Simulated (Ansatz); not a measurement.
Level of theory: Ansatz (an electronic-structure program) with frozen-core CCSD(T)/cc-pVTZ // B3LYP-D3(BJ)/def2-TZVP.

Ansatz 0.2 input:
```yaml
crystal:
  periodic: [false, false, false]
  atoms:
    - { symbol: C, position_ang: [-0.880261, -0.518301, -0.052039] }
    - { symbol: C, position_ang: [-1.266887, 0.750005, 0.082897] }
    - { symbol: S, position_ang: [0.063512, 1.892283, 0.199406] }
    - { symbol: C, position_ang: [1.218544, 0.626083, 0.062396] }
    - { symbol: C, position_ang: [0.606983, -0.730926, -0.078912] }
    - { symbol: H, position_ang: [-1.576098, -1.341871, -0.136827] }
    - { symbol: H, position_ang: [-2.279318, 1.121457, 0.125104] }
    - { symbol: H, position_ang: [2.272738, 0.84545, 0.082382] }
    - { symbol: H, position_ang: [0.922989, -1.413707, 0.726366] }
    - { symbol: H, position_ang: [0.917796, -1.230475, -1.010775] }
basis:
  gaussian: { orbitals: cc-pVTZ }
correlation:
  method: ccsd_t
magnetization:
  spin_polarized: true
  initial_magnetization: 1
```

Output:

```
Functional definition: HF
1286 factors; integrals over basis functions are off by at most 1.2e-3 eV
mean field evaluation 1: about -15014.7775 eV, gradient 2.3e1 eV
mean field evaluation 2: about -15014.7844 eV, gradient 2.3e1 eV
mean field evaluation 4: about -15018.3342 eV, gradient 3.8e0 eV
mean field evaluation 8: about -15018.5604 eV, gradient 1.9e-1 eV
mean field evaluation 16: about -15018.5676 eV, gradient 5.3e-2 eV
mean field evaluation 32: about -15018.5678 eV, gradient 1.1e-5 eV
mean field evaluation 64: about -15018.5678 eV, gradient 1.4e-5 eV
mean field evaluation 96: about -15013.6795 eV, gradient 4.1e-1 eV
mean field -15018.56777462 eV, -551.9221857665 hartree, gradient 5.0e-6 eV, S^2 0.839056; 3 other end points of the search recorded, 0 dependent functions left out
9 core orbitals not correlated
reference -15018.56777462 eV, -551.9221857665 hartree; 14, 13 occupied and 201, 202 virtual orbitals, 1286 factors
second order -21.59660767 eV of doubles, -0.00000000 eV of singles
cycle   1  -22.06652509 eV  change   -4.7e-1 eV  update   1.2e-1
cycle   2  -22.68882043 eV  change   -6.2e-1 eV  update   4.0e-2
cycle   3  -22.85056978 eV  change   -1.6e-1 eV  update   2.8e-2
cycle   4  -22.85330302 eV  change   -2.7e-3 eV  update   1.4e-2
cycle   5  -22.85731811 eV  change   -4.0e-3 eV  update   7.2e-3
cycle   6  -22.85919053 eV  change   -1.9e-3 eV  update   2.6e-3
cycle   7  -22.85915912 eV  change    3.1e-5 eV  update   9.4e-4
cycle   8  -22.85949527 eV  change   -3.4e-4 eV  update   4.7e-4
cycle   9  -22.85952753 eV  change   -3.2e-5 eV  update   2.2e-4
cycle  10  -22.85941766 eV  change    1.1e-4 eV  update   1.3e-4
cycle  11  -22.85952477 eV  change   -1.1e-4 eV  update   6.1e-5
cycle  12  -22.85953969 eV  change   -1.5e-5 eV  update   2.8e-5
perturbative correction -1.14327194 eV, -0.0420144690 hartree
Total energy: -15042.57058625 eV, -552.8042728242 hartree
```

Cost: around 13 core-minutes (rough).
